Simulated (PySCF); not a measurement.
# Electronic absorption of cyclo-(H2SnO)2

Species: cyclo-(H2SnO)2.
Geometry (PBE0-D3(BJ)/def2-SVP, Å), atoms numbered from 1 in this order:
```xyz
8
H4O2Sn2 angstrom
Sn    -0.4260    0.5139   -1.3211
H     -0.0368    2.0856   -1.8797
H     -1.3763   -0.4222   -2.3955
O      1.1569   -0.4832   -0.5849
Sn     0.4617   -0.5300    1.3019
H      1.4082    0.3820    2.4000
H      0.0649   -2.1117    1.8273
O     -1.1143    0.4799    0.5683
```

Method used: TDDFT PBE0/def2-SVPD, vertical, gas phase, core orbitals frozen in the response, def2 core potentials past Kr in PySCF. Spin–orbit coupling is left out.

```csv
state,λ (nm),E (eV),f,"main configurations (H = HOMO, L = LUMO)"
S1,242.7,5.11,0.0000,H→L (95%)
S2,238.8,5.19,0.0000,H-1→L (99%)
S3,232.7,5.33,0.021,H-2→L (95%)
S4,210.7,5.88,0.0003,H-2→L+1 (91%)
S5,208.6,5.94,0.072,H→L+1 (86%)
S6,206.0,6.02,0.048,H-1→L+1 (94%)
S7,191.9,6.46,0.0000,"H→L+4 (63%), H-2→L+2 (29%)"
S8,189.0,6.56,0.0000,"H→L+2 (57%), H-2→L+4 (38%)"
S9,188.6,6.57,0.0000,H-1→L+2 (95%)
S10,187.4,6.62,0.0001,H-1→L+4 (96%)
```

Triplets (Tamm–Dancoff): T1 4.85 eV, H→L (82%), H-2→L+1 (15%); T2 4.93 eV, H-2→L (53%), H→L+1 (42%); T3 5.00 eV, H-1→L (98%); T4 5.17 eV, H-1→L+1 (89%).

The lowest singlet lies at 5.11 eV (243 nm, ultraviolet) and is dark (f under 0.0005); its leading configuration is HOMO→LUMO (95%). The most intense listed level is S5 at 5.94 eV (209 nm, f = 0.072), 0.83 eV above S1. Löwdin shares by element: HOMO oxygen 56%, tin 19% (atoms not listed hold the other 24%); LUMO tin 57%, oxygen 20% (atoms not listed hold the other 23%). The listed states span 1.51 eV, and the widest gap between neighbours is 0.56 eV (S3 to S4). Orbital energies (eV): HOMO-3 -9.39, HOMO-2 -8.08, HOMO-1 -7.90, HOMO -7.83, LUMO -1.37, LUMO+1 -0.74, LUMO+2 -0.01. Of the 10 states listed, 3 reach f = 0.01 and 7 stay under 0.0005. The vertical ionisation energy (ΔSCF) is 9.66 eV, 3.04 eV above S10. Only the lowest 10 singlets were computed, as vertical energies without vibronic structure.

One conformer stands for the species.
